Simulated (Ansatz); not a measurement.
A nudged elastic band was laid between two geometries of ClHOZn + H (5 atoms, charge 0, multiplicity 2).

These are results of UHF/def2-SVP (Ansatz), not measurements.

```json
{
  "movable images": "7",
  "climbing image": "yes",
  "spring": "5.0 eV/Å²",
  "optimiser": "quadratic models (default)",
  "start path": "through a guess of the saddle point",
  "force threshold": "0.03 eV/Å",
  "iteration limit": "60",
  "end points": "relaxed"
}
```

Initial state:

```xyz
5
Properties=species:S:1:pos:R:3
Zn 0.025 -0.092 -0.276
Cl 0.003 -0.009 1.855
O 0.023 -0.084 -2.052
H 0.233 -0.840 -2.575
H -0.030 0.108 5.780
```

Final state:

```xyz
5
Properties=species:S:1:pos:R:3
Zn -0.344 1.189 -1.070
Cl 0.067 -0.261 2.900
O 0.104 -0.329 -0.144
H 0.321 -1.152 -0.552
H 0.107 -0.365 1.599
```

Problem. Which bonds break or form, and what moves?

Solution. Bonds broken: Zn1–Cl2. Bonds formed: Cl2–H5. ClHOZn + H becomes ClH + HOZn.

Problem. What energy profile does the band end with?

Solution. It converged. The highest image is number 3 of 0 to 8, 30.2 kcal/mol above the first end and 37.8 kcal/mol above the last; the last end lies 7.6 kcal/mol below the first. Neighbouring images differ by up to 1.2 eV, so the band resolves the path poorly. A vibrational analysis at the climbing image gives one clearly imaginary mode, 1708i cm⁻¹: a first-order saddle point.

| image | path coordinate (Å) | energy (kcal/mol) | Zn1–Cl2 (Å) | Cl2–H5 (Å) |
| --- | --- | --- | --- | --- |
| 0 | 0.00 | 0.0 | 2.13 | 3.93 |
| 1 | 0.85 | 0.1 | 2.13 | 3.41 |
| 2 | 1.69 | 1.6 | 2.13 | 2.68 |
| 3 | 2.54 | 30.2 | 2.42 | 1.56 |
| 4 | 3.89 | 4.0 | 3.77 | 1.27 |
| 5 | 5.24 | 3.0 | 3.42 | 1.27 |
| 6 | 6.59 | 2.7 | 3.52 | 1.27 |
| 7 | 7.93 | -2.5 | 3.42 | 1.28 |
| 8 | 9.28 | -7.6 | 4.25 | 1.31 |

Problem. What is the geometry of the highest image?

Solution. 
```xyz
5
Properties=species:S:1:pos:R:3:forces:R:3
Zn 0.144 -0.079 0.094 0.01 -0.02 0.00
Cl 0.083 -0.039 2.509 -0.02 0.02 -0.04
O 0.231 -0.086 -1.698 0.00 0.01 0.02
H -0.225 -0.711 -2.237 0.00 0.00 0.00
H 0.022 -0.002 4.064 0.01 -0.01 0.02
```

The run took 6.1 min on 1 thread of AMD EPYC 7R43 64-Core Processor (Zen 3), on a shared host, peak memory 0.2 GiB.
